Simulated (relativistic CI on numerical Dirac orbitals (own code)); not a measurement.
## W XXXVIII: q coefficients and field-shift factors

These numbers are calculated, not measured: Dirac-Coulomb-Breit CI, KLI orbitals optimised for each configuration, derivatives by finite differences, unscaled Slater integrals, QED left out (own radial code, finite nucleus).

Configurations in the expansion (outside the closed core [Ar] 3d10): 4s2 4p6 4d, 4s2 4p6 4f, 4s2 4p5 4d2, 4s 4p6 4d2, 4s2 4p5 4d 4f, 4s 4p6 4d 4f. Double excitations out of closed p, d and f shells are left out; levels of such configurations are missing from the list, as are those of other unlisted configurations, and high levels can miss mixing partners.

With x = (α/α₀)² − 1 an excitation energy changes as ω = ω₀ + qx; K = 2q/ω₀ is the relative enhancement. Terms are leading LS components, so labels can repeat. The field-shift factor is F = δν/δ⟨r²⟩ for the transition from the lowest level.

Lowest level 4s2 4p6 4d 2D_3/2.

```
               Level  ω₀ (cm⁻¹)  q (cm⁻¹)       K  F (GHz/fm²)
   4s2 4p6 4d 2D_5/2     153539    155800    2.03         4.15
 4s2 4p5 4d2 4D°_3/2    1229976     55760  0.0907         9.95
 4s2 4p5 4d2 4D°_1/2    1230584     68570   0.111         10.5
 4s2 4p5 4d2 4F°_5/2    1257537     58850  0.0936         9.78
 4s2 4p5 4d2 4G°_7/2    1272369     53650  0.0843         8.69
 4s2 4p5 4d2 4P°_3/2    1332165     70560   0.106         9.92
 4s2 4p5 4d2 4D°_5/2    1362038    204300     0.3         13.4
 4s2 4p5 4d2 4G°_9/2    1386534    205900   0.297         12.2
 4s2 4p5 4d2 4D°_7/2    1388941    211700   0.305         13.2
 4s2 4p5 4d2 4D°_3/2    1407010    210600   0.299         13.9
 4s2 4p5 4d2 4P°_5/2    1411018    210500   0.298         13.8
4s2 4p5 4d2 2H°_11/2    1420126    213300     0.3         12.4
 4s2 4p5 4d2 2G°_7/2    1429609    205400   0.287         13.8
```

At this charge energies of transitions that change n are usually good to better than 1 %, and those within a shell (Δn = 0) to a few per cent.
